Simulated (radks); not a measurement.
As6+, configuration [Ar] 3d9. Calculated with a radial shooting solver on a logarithmic mesh with Libxc functionals: Dirac Kohn-Sham, PBEsol, spin-unpolarised, spherical densities, finite nucleus; open shells fill j = l - 1/2 first; Fermi nuclear charge, rms radius 4.0968 fm.

Spin-orbit splittings of the eigenvalues, e(l+1/2) - e(l-1/2), with zeta = 2 splitting/(2l+1) and mean radii in bohr:

shell  occ.  splitting (eV)  zeta (eV)  <r> j=l-1/2  <r> j=l+1/2
2p        6           36.53      24.36       0.1747       0.1784
3p        6           5.187      3.458       0.6000       0.6098
3d        9          0.7990     0.3196       0.6317       0.6352
